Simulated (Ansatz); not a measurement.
`N[SiH](O)[SbH2]` → `[OH][SbH2]` + `N[SiH]` at 298.15 K and 1 bar (silylene formation by 1,1-elimination).

Gas-phase electronic energies from Ansatz, PBE0-D4/def2-TZVP geometries. CBS: MP2 limit from def2 TZ/QZ plus the TZ coupled-cluster correction, frozen cores. This one scheme is used for every species. Elements past krypton have def2 core potentials. For Sb outer-core shells are correlated without core-valence functions, which leaves a few kJ/mol of doubt a bond. Each species was taken in one conformer, which may not be the lowest.

| species | CCSD(T)/CBS energy (Eh) | H − E (kJ/mol) | S (J/(mol·K)) |
| --- | --- | --- | --- |
| `N[SiH](O)[SbH2]` | -662.65792 | 189.0 | 368.2 |
| `[OH][SbH2]` | -316.98030 | 82.9 | 277.2 |
| `N[SiH]` | -345.56329 | 99.2 | 245.4 |

H − E and S are ideal-gas, rigid-rotor, harmonic terms from PBE0-D4/def2-TZVP, for one conformer and one mirror image of each species. 1 Eh = 2625.50 kJ/mol, R = 8.31446 J/(mol·K).

**Question.** By hand: ΔE, ΔH, ΔS and ΔG.

**Answer.** ΔE = (-316.98030) + (-345.56329) − (-662.65792) = 0.11433 Eh = 300.2 kJ/mol. Δ(H − E) = 82.9 + 99.2 − 189.0 = -6.9, so ΔH = 293.3 kJ/mol. ΔS = 277.2 + 245.4 − 368.2 = 154.4 J/(mol·K). ΔG = 293.3 − 298.15 × (154.4)/1000 = 247.3 kJ/mol.

**Question.** By hand: the equilibrium constant, and the temperature at which ΔG would vanish if ΔH and ΔS stayed fixed.

**Answer.** log₁₀ K = −ΔG/(RT ln 10) = -43.3. ΔG = 0 at ΔH/ΔS = 1900 K.

The number of gas molecules changes by +1, which sets the sign of ΔS. A doubt of 5 kJ/mol in ΔE shifts log₁₀ K by 0.9 here. Other conformers and mirror images would add mixing entropy, several J/(mol·K) or more a flexible species. These are equilibria of isolated gas molecules and say nothing of rates. Largest T1 diagnostic: 0.015 (customary marks: 0.02 for closed shells, 0.045 for open ones).
